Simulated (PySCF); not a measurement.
Simulation results for CH4FOSi, C2H5OSi

All values are calculated (PySCF 2.14.0). Calculation on a computer-drawn molecule: optimised geometry and harmonic frequencies of an isolated molecule of the commonest isotopes, restricted reference for singlets and unrestricted otherwise, frozen core in MP2.

Common to all runs: charge 0; multiplicity 2; method HF; basis cc-pV(D+d)Z.

```yaml
- entry: 1
  formula: CH4FOSi
  start_structure:
    atoms_angstrom:
      - [C, 1.5335, 1.8053, 0.6365]
      - [O, 0.8398, 1.0293, -0.3056]
      - [Si, 1.1033, -0.4155, -0.9165]
      - [F, 1.1397, -1.5571, 0.2734]
      - [H, 1.0002, 2.7563, 0.8762]
      - [H, 2.2337, 1.4503, 1.2277]
      - [H, -0.0465, -0.5381, -1.6191]
      - [H, 2.3708, -0.6019, -1.5466]
  given:
    drawn_bonds_atom: [1, 2, 3, 1, 1, 3, 3]
    drawn_bonds_other_atom: [2, 3, 4, 5, 6, 7, 8]
    drawn_bonds_order: [1, 1, 1, 1, 1, 1, 1]
  results:
    optimised_atom_element: [C, O, Si, F, H, H, H, H]
    "optimised_atom_x [angstrom]": [1.567, 0.7804, 1.076, 1.253, 1.265, 1.999, -0.09748, 2.332]
    "optimised_atom_y [angstrom]": [1.797, 1.077, -0.3971, -1.464, 2.829, 1.267, -0.7678, -0.4132]
    "optimised_atom_z [angstrom]": [0.6065, -0.2447, -0.8858, 0.3074, 0.7147, 1.449, -1.677, -1.644]
    "modes_frequency [cm^-1]": [83.0, 131.6, 207.4, 374.9, 751.1, 762.5, 795.4, 813.6, 898.6, 1024, 1045, 1253, 1332, 1581, 2380, 2410, 3271, 3412]
    "modes_reduced_mass [dalton]": [3.133, 1.127, 3.361, 7.871, 1.433, 1.344, 2.14, 1.515, 5.009, 1.31, 1.083, 1.346, 5.708, 1.114, 1.041, 1.041, 1.046, 1.124]
    "rotational_constants [GHz]": [13.1, 4.141, 3.39]
    "total_energy [hartree]": -503.4922
    spin_squared: 0.7597
    "convergence_status_largest_gradient_component [hartree/bohr]": 4.291e-05
- entry: 2
  formula: C2H5OSi
  start_structure:
    atoms_angstrom:
      - [C, -1.3517, 0.3649, -2.5649]
      - [O, -0.3023, -0.1633, -2.9369]
      - [Si, 1.3351, -0.1537, -2.4878]
      - [C, 1.998, 0.7329, -1.0928]
      - [H, -2.2671, 0.0936, -3.0638]
      - [H, -1.324, 1.081, -1.6962]
      - [H, 1.8071, -1.0312, -3.4715]
      - [H, 1.3468, 1.3318, -0.4828]
      - [H, 3.0364, 0.7753, -0.8463]
  given:
    drawn_bonds_atom: [1, 2, 3, 1, 1, 3, 4, 4]
    drawn_bonds_other_atom: [2, 3, 4, 5, 6, 7, 8, 9]
    drawn_bonds_order: [1, 1, 2, 1, 1, 1, 1, 1]
  results: {}
```

Question: What spin squared does the calculation give for C2H5OSi (entry 2)?
Answer: 0.7606

Question: What rotational constants does the calculation give for C2H5OSi (entry 2)?
Answer: 15.19, 4.113, 3.252 GHz

Further results for C2H5OSi (entry 2):

| Property | Result |
| --- | --- |
| total energy | -442.3750 hartree |
| convergence status largest gradient component | 4.574e-05 hartree/bohr |

Optimised structure:
```xyz
9
C2H5OSi
C     -1.3396     0.5113    -2.5255
O     -0.2588    -0.1620    -3.0131
Si     1.2849    -0.1518    -2.4702
C      1.9079     0.7709    -1.2108
H     -2.2359     0.3812    -3.1153
H     -1.4048     0.6384    -1.4508
H      2.0325    -1.1088    -3.2836
H      1.3389     1.4877    -0.6317
H      2.9532     0.6644    -0.9420
```

Modes:
```
frequency (cm⁻¹)  reduced mass (dalton)
             116                  1.332
           165.2                  2.962
           169.9                  1.778
             354                   2.87
             447                  1.564
           653.7                   1.07
           715.2                  1.626
           740.9                  1.309
           787.3                  3.192
           797.8                  1.175
           944.7                  1.229
            1099                  3.747
            1254                  1.383
            1329                  5.369
            1487                  1.242
            1578                  1.113
            2427                  1.043
            3272                  1.046
            3299                  1.057
            3392                  1.113
            3415                  1.124
```
